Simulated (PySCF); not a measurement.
Gas-phase reaction: Zn + 2 O + H₂ = Zn(OH)₂. Level: PBE0/def2-QZVP†; standard pressure 1 bar.

Method: PySCF energies plus ideal-gas RRHO corrections (1 bar). † marks an energy on the PBE0/def2-TZVP geometry and frequencies. Open shells (unrestricted): O (multiplicity 3, electronic degeneracy 9); the rest are closed-shell singlets. Spin-orbit splitting is ignored; it lowers the true energy and changes the entropy of O. Zn: all electrons, no relativistic terms. No R ln 2 is added for the mirror-image form of Zn(OH)₂. Zn(OH)₂: computed as isolated molecules; such fragments, hydroxides, amides, oligomers or adducts are transient or little studied in the gas. The harmonic model lacks anharmonicity and excited electronic states, which grow with temperature; levels with a mode under 35 cm⁻¹ are left out.

```json
[
 {"T (K)": "1200", "1000/T (1/K)": "0.8333", "log10 K": "26.50"},
 {"T (K)": "1400", "1000/T (1/K)": "0.7143", "log10 K": "?"},
 {"T (K)": "1600", "1000/T (1/K)": "0.6250", "log10 K": "15.42"},
 {"T (K)": "1800", "1000/T (1/K)": "0.5556", "log10 K": "11.73"},
 {"T (K)": "2000", "1000/T (1/K)": "0.5000", "log10 K": "8.78"},
 {"T (K)": "2500", "1000/T (1/K)": "0.4000", "log10 K": "3.48"}
]
```

Fit log10 K = a + b·(1000/T) to the five rows, get the mean ΔH° and ΔS°, and predict log10 K at 1400 K.

Means: 1000/T = 0.5828, log10 K = 13.182. Sums of products about the means: Sxy = 5.60811, Sxx = 0.105543, so b = Sxy/Sxx = 53.14 and a = 13.182 − (53.14)×0.5828 = -17.79.
ΔH° = −R ln 10 × 1000 K × b = −19.145 × (53.14) = -1017 kJ; ΔS° = R ln 10 × a = -341 J/K. The run's own values go from -1018 kJ and -341 J/K at 1200 K to -1014 kJ and -339 J/K at 2500 K.
Prediction at 1400 K: -17.79 + (53.14)×0.7143 = 20.17. The computed value is 20.17, 0.00 from the line.
For scale, ΔH°(298 K) is -1012 kJ at this level, -1003 kJ at ωB97M-V/def2-TZVP†, and runs from -1648 to -537 kJ over the 20 levels computed.
